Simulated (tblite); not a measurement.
`c1c(O)c(cnc1)N`. Computed geometry: GFN2-xTB, gas phase.

```
atom  x, y, z in Å
N1     2.1670   -0.1258    0.1039
C2     0.8021   -0.2873    0.0376
C3     0.1865   -1.5369    0.0973
N4    -1.1209   -1.7222    0.1089
C5    -1.9034   -0.6615    0.0608
C6    -1.4164    0.6370   -0.0067
C7    -0.0473    0.8332   -0.0190
O8     0.5268    2.0716   -0.0977
H9     2.7263   -0.9179   -0.1657
H10    2.5089    0.7728   -0.1967
H11    0.7919   -2.4332    0.1404
H12   -2.9666   -0.8551    0.0728
H13   -2.0908    1.4814   -0.0489
H14   -0.1648    2.7434   -0.1093
```

Task: Which two atoms are farthest apart?

Result: H10···H12, 5.72 Å; the next longest distance is 5.70 Å.

Task: Give the dihedral angles C6–C7–O8–H14, H11–C3–N4–C5, H10–N1–C2–C3.

Result: C6–C7–O8–H14 2° (synperiplanar); H11–C3–N4–C5 180° (antiperiplanar); H10–N1–C2–C3 164° (antiperiplanar). Dihedral signs follow IUPAC: positive where, seen along the central bond, the front bond turns clockwise onto the rear one.

Task: Work out the bond lengths N1–C2, N4–C5, C5–H12, C6–H13 in pm.

Result: For N1–C2 the difference vector is (-1.3649, -0.1615, -0.0663) Å, of length 1.3760 Å. N1–C2 137.6; N4–C5 131.9; C5–H12 108.1; C6–H13 108.1 pm.

Task: What is the repulsion energy of the bare nuclei, Σ ZA·ZB/RAB?

Result: 355.53 Eh over 91 pairs, with full nuclear charges and distances in bohr; the largest single term is 18.58 Eh (C7 with O8).

Task: How far apart are these pairs, which share no bond: N1···C7, N1···O8, C2···H13, N4···H11, C5···C7, C6···H12, H11···H13?

Result: N1···C7 2.416 Å (2 bonds apart); N1···O8 2.749 Å (3 bonds apart); C2···H13 3.392 Å (3 bonds apart); N4···H11 2.041 Å (2 bonds apart); C5···C7 2.384 Å (2 bonds apart); C6···H12 2.153 Å (2 bonds apart); H11···H13 4.865 Å (5 bonds apart).

Task: Write the matrix of distances between heavy atoms (Å, lower triangle).

Result: 
```
N1    0.000
C2    1.376  0.000
C3    2.432  1.394  0.000
N4    3.655  2.400  1.321  0.000
C5    4.106  2.731  2.266  1.319  0.000
C6    3.665  2.404  2.703  2.380  1.388  0.000
C7    2.416  1.407  2.384  2.775  2.384  1.383  0.000
O8    2.749  2.379  3.630  4.141  3.661  2.417  1.367  0.000
```

Its GFN2-xTB frequencies are all real (lowest 164 cm⁻¹). The numbers are those of one conformer. 2 starts were optimised and ended at 0.00 and 1.99 kcal/mol (GFN2-xTB); the lowest of these is shown.

The run took 0.28 s on Arm Neoverse V1, one thread, no GPU (shared host). This is the geometry optimisation.
